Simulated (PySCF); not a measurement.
SMILES [Cl][Al]([C](C)(C)C)[Cl] (C₄H₉AlCl₂) (GFN2-xTB optimised geometry):

```
16

Al     0.480     1.017     0.000
Cl    -0.502     2.801     0.000
Cl     2.516     1.017     0.000
C     -0.558    -0.744    -0.069
C     -0.776    -1.181    -1.526
C      0.234    -1.840     0.654
C     -1.927    -0.564     0.598
H     -1.328    -2.122    -1.562
H      0.177    -1.325    -2.034
H     -1.346    -0.430    -2.073
H      1.229    -1.944     0.221
H      0.349    -1.603     1.711
H     -0.277    -2.801     0.570
H     -1.815    -0.321     1.654
H     -2.482     0.244     0.122
H     -2.516    -1.478     0.516
```

Calculation: PBE0/def2-TZVP (PySCF).

Problem. What are the frontier orbital energies and the dipole moment?

Solution. HOMO-2 -9.37 eV, HOMO-1 -9.23 eV, HOMO -7.47 eV, LUMO -0.88 eV, LUMO+1 -0.40 eV; dipole moment 1.52 D.

On the same geometry PBE/def2-TZVP (PySCF 2.14.0) gives HOMO-2 -8.00 eV, HOMO-1 -7.81 eV, HOMO -6.31 eV, LUMO -1.67 eV, LUMO+1 -1.23 eV; dipole moment 1.47 D.

Meta-Löwdin charges at PBE0/def2-TZVP: Al1 0.82, Cl2 -0.31, Cl3 -0.31, C4 -0.16, C5 -0.34, C6 -0.34, C7 -0.34, H8 0.11, H9 0.11, H10 0.11, H11 0.11, H12 0.11, H13 0.11, H14 0.11, H15 0.11, H16 0.11.
